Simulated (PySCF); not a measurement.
These compounds are isomers of formula C$_{7}$H$_{4}$F$_{3}$N.

A. `InChI=1S/C7H4F3N/c8-6(7(9)10)5-3-1-2-4-11-5/h1-4H`
B. `CC#C[C@H](C#N)C(F)=C(F)F`
C. SMILES C/C(C#CC#N)=C\C(F)(F)F

Spectrum 1. ¹H NMR (400 MHz, computed): δ 6.56 (m, 1H), 2.32 (s, 3H). ¹³C{¹H} NMR (computed): δ 142.8 (CH), 138.3 (C), 132.1 (C), 110.7 (C), 83.9 (C), 79.4 (C), 22.0 (CH3).

Spectrum 2. ¹H NMR (400 MHz, computed): δ 4.16 (m, 1H), 2.12 (s, 3H). ¹³C{¹H} NMR (computed): δ 168.6 (C), 136.4 (C), 118.8 (C), 91.9 (C), 72.6 (C), 24.4 (CH), 4.3 (CH3).

Spectrum 3. ¹H NMR (400 MHz, computed): δ 8.98 (d, 1H), 8.07 (m, 1H), 7.68 (m, 1H), 7.31 (m, 1H). ¹³C{¹H} NMR (computed): δ 170.1 (C), 155.4 (CH), 155.2 (C), 142.6 (CH), 138.4 (C), 126.8 (CH), 123.3 (CH).

All values are calculated (PySCF 2.14): geometry from GFN2-xTB, GIAO PBE0/pcSseg-1 shieldings. In vacuum, one conformer, no relativistic terms, equivalent nuclei averaged.

Scale: ¹H (σref 31.72), ¹³C (σref 186.93) against TMS (reference shieldings calculated alike). Splittings of carbon signals by F and P are missing where no couplings were computed. Where no couplings were computed, multiplicities follow the n + 1 count of equivalent neighbours, and m marks all less simple cases (inequivalent or close neighbours, rings, F or P nearby). Shifts are as computed. Against solution values, carbons near 30 ppm lie about +3 ppm off and those near 130 ppm about +5 ppm. Of 1211 compounds with measured shifts, 218 miss one by over three times the rms of a fit or turn the order of signals round; such compounds aren't used in these exercises.

Which spectrum belongs to which compound?

Answers

1–C, 2–B, 3–A.

- Spectrum 1 (C): 7 ¹³C signals; δC 142.8 is an alkene CH; δC 138.3 is a fully substituted alkene carbon.
- Spectrum 2 (B): 7 ¹³C signals; δC 136.4 is a fully substituted alkene carbon; δC 118.8 is a nitrile carbon.
- Spectrum 3 (A): 7 ¹³C signals; δC 155.4 is an aromatic CH next to a ring nitrogen; δC 138.4 is a fully substituted alkene carbon.
